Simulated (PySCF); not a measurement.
A PySCF script (with the pyscf-properties extension) for the NMR shieldings of `CC[C@@H]1CC[C@@H]1N[SiH2]F`, C$_{6}$H$_{14}$FNSi, on a GFN2-xTB geometry:

```python
import basis_set_exchange as bse
import numpy as np
from pyscf import gto, dft
from pyscf.prop import nmr

atoms = """
C    -1.561412    1.318898   -1.537151
C    -1.741630    0.560396   -0.226807
C    -0.954004   -0.740617   -0.221110
C    -0.963529   -1.577446    1.071817
C     0.560557   -1.738797    0.973999
C     0.596907   -0.670615   -0.142383
N     1.137157    0.601284    0.251700
Si    2.669087    1.209534   -0.196483
F     2.796149    0.908664   -1.771772
H    -0.508709    1.529055   -1.706467
H    -1.934589    0.729353   -2.371947
H    -2.105355    2.260495   -1.511365
H    -1.424570    1.192682    0.604656
H    -2.799410    0.326577   -0.077161
H    -1.256405   -1.340131   -1.081993
H    -1.274648   -1.000914    1.941550
H    -1.542071   -2.497915    1.037119
H     0.870202   -2.723510    0.631867
H     1.125585   -1.481381    1.868815
H     1.106706   -0.975117   -1.056566
H     0.724503    0.931202    1.109994
H     2.622509    2.651155   -0.024578
H     3.852218    0.554136    0.354911
"""
names = dict.fromkeys(["C", "N", "Si", "F", "H"], "pcSseg-1")
basis = {el: gto.basis.parse(bse.get_basis(n, elements=[el], fmt="nwchem")) for el, n in names.items()}
mol = gto.M(atom=atoms, basis=basis, charge=0, verbose=0)
mf = dft.RKS(mol, xc="PBE0")
mf.grids.level = 2
mf.grids.alignment = dft.numint.BLKSIZE   # the property module wants whole blocks of grid points
mf.conv_tol = 1e-9
mf.kernel()

calc = nmr.RKS(mf)   # GIAO
C = mf.mo_coeff
Co = C[:, mf.mo_occ > 0]
resp = mf.gen_response(singlet=True, hermi=2)
def vind(x):   # induced exchange potential for any number of trial vectors
    d = np.einsum("pi,xij,qj->xpq", C, 2 * x.reshape(-1, C.shape[1], Co.shape[1]), Co, optimize=True)
    return np.einsum("xpq,pi,qj->xij", resp(d - d.transpose(0, 2, 1)), C, Co, optimize=True).ravel()
mo1, _ = nmr.rhf.solve_mo1(calc, with_cphf=vind)
sigma = calc.kernel(mo1)
for i, s in enumerate(sigma):   # ppm
    print("%2d %-2s %9.2f" % (i, mol.atom_pure_symbol(i), np.trace(s) / 3))
```

Problem. What does it print?

Solution. 
```
 0 C     172.54
 1 C     158.31
 2 C     145.23
 3 C     162.22
 4 C     155.13
 5 C     139.68
 6 N     212.28
 7 Si    370.08
 8 F     377.84
 9 H      30.13
10 H      31.06
11 H      30.72
12 H      30.34
13 H      30.33
14 H      29.30
15 H      30.15
16 H      29.66
17 H      29.17
18 H      30.35
19 H      28.04
20 H      30.99
21 H      26.70
22 H      26.34
```

These numbers come from an equivalent density-fitted implementation of the same equations, which agrees with the script to about 0.01 ppm for H and up to a few tenths of a ppm for heavy atoms, so last digits may differ.

Problem. Turn these shieldings into chemical shifts. References, each an isolated molecule treated in the same way: ¹³C (186.93 ppm) and ²⁹Si (349.16 ppm) and ¹H (31.72 ppm) against TMS; ¹⁵N (267.73 ppm) vs NH3; CFCl3 for ¹⁹F (170.95 ppm).

Solution. Averaging equivalent atoms: C 5: 47.2; C 2: 41.7; C 4: 31.8; C 1: 28.6; C 3: 24.7; C 0: 14.4; N 6: 55.5; Si 7: -20.9; F 8: -206.9; H 22: 5.38; H 21: 5.01; H 19: 3.67; H 17: 2.55; H 14: 2.42; H 16: 2.06; H 15: 1.57; H 13: 1.38; H 12: 1.38; H 18: 1.37; H 9/10/11: 1.08; H 20: 0.73 ppm. Unscaled 19F shifts against computed CFCl3 carry errors that often reach 10 to 50 ppm. Experimental scales use liquid or dissolved standards, which lie at an offset from isolated NH3 (liquid NH3: subtract about 20 ppm).

Size and cost of the density-fitted run: 230 basis functions, 96 s wall time on 1 thread of an Arm Neoverse N1, shared host; peak memory 1.1 GiB.
